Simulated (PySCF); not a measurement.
## The first ionisation energy along group 8

Calculated with PySCF 2.14 from differences of total energies of unrestricted determinants, without spin-orbit coupling. Values in eV. The last column holds reference values (NIST; (s) semi-empirical, (t) theoretical, else measured). Unmarked ones compare directly (S terms, centres of terms, or small fine structure); those marked * lie between the lowest fine-structure levels and include a spin-orbit shift.

```json
{"element": "Fe (def2-QZVPPD, non-relativistic)", "configurations": "[Ar] 3d6 4s2 → [Ar] 3d6 4s1", "MP2 (valence)": "7.443", "SCS-MP2 (valence)": "7.629", "CCSD(T) (valence)": "7.713", "LDA": "8.024", "PBE": "7.722", "SCS-MP2 (valence and next inner shell)": "7.645", "reference": "7.904"}
{"element": "Ru (def2-QZVPPD with the def2 core potential (28 electrons), ECP)", "configurations": "[Kr] 4d7 5s1 → [Kr] 4d7", "MP2 (valence)": "7.194", "SCS-MP2 (valence)": "6.926", "CCSD(T) (valence)": "7.216", "LDA": "8.139", "PBE": "7.850", "SCS-MP2 (valence and next inner shell)": "7.137", "reference": "7.365"}
{"element": "Os (def2-QZVPPD with the def2 core potential (60 electrons), ECP)", "configurations": "[Xe] 4f14 5d6 6s2 → [Xe] 4f14 5d6 6s1", "MP2 (valence)": "8.026", "SCS-MP2 (valence)": "8.251", "CCSD(T) (valence)": "8.141", "LDA": "8.748", "PBE": "8.289", "SCS-MP2 (valence and next inner shell)": "8.343", "reference": "8.473"}
```

```csv
method,elements,mean error (eV),mean absolute error (eV),largest error (eV)
MP2 (valence),3,-0.360,0.360,-0.461
SCS-MP2 (valence),3,-0.312,0.312,-0.439
CCSD(T) (valence),3,-0.224,0.224,-0.333
LDA,3,0.389,0.389,0.774
PBE,3,0.040,0.284,0.486
SCS-MP2 (valence and next inner shell),3,-0.206,0.206,-0.259
```

Errors include the incompleteness of the basis and the frozen core.

"Valence" correlates the outer s and p shells and, in groups 3 to 12 and the f block, the outer d or f shell, open or full, or the next shell where the ion has no valence electron left; the wider scheme adds the next inner shell.
